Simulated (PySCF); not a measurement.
## `C[Si@](Cl)(C[SiH3])P[SiH3]`, C2H12ClPSi3

Geometry:
```json
{"atom": "C1", "x (Å)": "-0.116", "y (Å)": "-0.471", "z (Å)": "1.584"}
{"atom": "Si2", "x (Å)": "0.040", "y (Å)": "0.348", "z (Å)": "-0.133"}
{"atom": "Cl3", "x (Å)": "0.180", "y (Å)": "2.360", "z (Å)": "0.168"}
{"atom": "C4", "x (Å)": "-1.478", "y (Å)": "-0.019", "z (Å)": "-1.224"}
{"atom": "Si5", "x (Å)": "-3.167", "y (Å)": "0.532", "z (Å)": "-0.543"}
{"atom": "P6", "x (Å)": "1.862", "y (Å)": "-0.213", "z (Å)": "-1.331"}
{"atom": "Si7", "x (Å)": "3.501", "y (Å)": "-0.116", "z (Å)": "0.181"}
{"atom": "H8", "x (Å)": "0.679", "y (Å)": "-0.145", "z (Å)": "2.248"}
{"atom": "H9", "x (Å)": "-0.064", "y (Å)": "-1.553", "z (Å)": "1.507"}
{"atom": "H10", "x (Å)": "-1.064", "y (Å)": "-0.214", "z (Å)": "2.046"}
{"atom": "H11", "x (Å)": "-1.510", "y (Å)": "-1.091", "z (Å)": "-1.423"}
{"atom": "H12", "x (Å)": "-1.319", "y (Å)": "0.458", "z (Å)": "-2.192"}
{"atom": "H13", "x (Å)": "-3.122", "y (Å)": "1.937", "z (Å)": "-0.148"}
{"atom": "H14", "x (Å)": "-4.170", "y (Å)": "0.340", "z (Å)": "-1.593"}
{"atom": "H15", "x (Å)": "-3.507", "y (Å)": "-0.302", "z (Å)": "0.613"}
{"atom": "H16", "x (Å)": "1.649", "y (Å)": "-1.573", "z (Å)": "-1.226"}
{"atom": "H17", "x (Å)": "4.719", "y (Å)": "-0.530", "z (Å)": "-0.515"}
{"atom": "H18", "x (Å)": "3.599", "y (Å)": "1.265", "z (Å)": "0.646"}
{"atom": "H19", "x (Å)": "3.278", "y (Å)": "-1.003", "z (Å)": "1.328"}
```

Level of theory: TDDFT CAM-B3LYP/def2-SVPD circular dichroism and optical rotation, one conformer, gas phase (PySCF 2.14.0). Geometry: GFN2-xTB.

The molecule is flexible and this is one conformer; a measurement averages over conformers.

Stereocentres: Si2 S.

Q: Give the optical rotatory dispersion at 633, 589.3, 546, 436, 405, 365, 355 nm.

A: [α] in deg dm⁻¹ (g/mL)⁻¹:
| λ (nm) | origin-invariant length gauge | modified velocity gauge | length gauge (centre of mass) | isotropic polarisability (au) |
| --- | --- | --- | --- | --- |
| 633 | +18.7 | +17.7 | +19.1 | 150.4 |
| 589.3 | +21.9 | +20.6 | +22.4 | 151.2 |
| 546 | +25.9 | +24.3 | +26.5 | 152.1 |
| 436 | +43.0 | +40.1 | +44.1 | 156.0 |
| 405 | +51.1 | +47.4 | +52.4 | 157.8 |
| 365 | +65.3 | +60.0 | +67.1 | 161.0 |
| 355 | +69.7 | +63.8 | +71.7 | 162.0 |

Q: And for the mirror image at 589.3 nm?

A: -21.9 deg dm⁻¹ (g/mL)⁻¹ (origin-invariant length gauge): the same size and the opposite sign.

Q: What is the molar rotation [Φ] = [α]·M/100 of the geometry above at 589.3 nm?

A: With M = 186.80 g/mol, +40.9 deg cm² dmol⁻¹ (origin-invariant length gauge).

The first excitation lies at 6.16 eV (201 nm) with R = -5.8 × 10⁻⁴⁰ esu² cm² (velocity form).
